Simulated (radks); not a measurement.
Results of a calculation; reference values are marked as such.
Minus the highest occupied eigenvalue as an estimate of the ionisation energy, Mg to Mg11+. The LB94 potential has the -1/r tail that LDA and GGA lack but no energy functional. Code: a radial shooting solver on a logarithmic mesh with Libxc functionals. Model: non-relativistic Kohn-Sham, LB94 model potential, spin-polarised, spherical densities, point nucleus; open shells are filled with parallel spins first.

\begin{tabular}{lrrrrrr}
species & configuration & HOMO & -e(HOMO) (eV) & <r> (bohr) & IE, NIST (eV) & kind \\ \hline
Mg & [Ne] 3s2 & 3s & 7.863 & 2.98 & 7.646 & exp. \\
Mg+ & [Ne] 3s1 & 3s up & 15.764 & 2.66 & 15.035 & exp. \\
Mg2+ & [Ne] & 2p & 78.304 & 0.681 & 80.144 & exp. \\
Mg3+ & [He] 2s2 2p5 & 2p down & 107.43 & 0.641 & 109.27 & semi-emp. \\
Mg4+ & [He] 2s2 2p4 & 2p down & 139.02 & 0.607 & 141.33 & semi-emp. \\
Mg5+ & [He] 2s2 2p3 & 2p up & 182.18 & 0.570 & 186.8 & semi-emp. \\
Mg6+ & [He] 2s2 2p2 & 2p up & 220.67 & 0.544 & 225.0 & semi-emp. \\
Mg7+ & [He] 2s2 2p1 & 2p up & 261.27 & 0.520 & 265.92 & semi-emp. \\
Mg8+ & [He] 2s2 & 2s & 322.92 & 0.575 & 327.99 & semi-emp. \\
Mg9+ & [He] 2s1 & 2s up & 365.00 & 0.559 & 367.49 & theory \\
Mg10+ & [He] & 1s & 1735.5 & 0.129 & 1761.8 & theory \\
Mg11+ & 1s1 & 1s up & 1932.0 & 0.125 & 1962.7 & theory \\
\end{tabular}

Reference values: NIST Atomic Spectra Database (exp. = measured, semi-emp. = semi-empirical, theory = theoretical value adopted there). Open shells are spherical and high-spin; term and fine-structure splittings are not resolved.
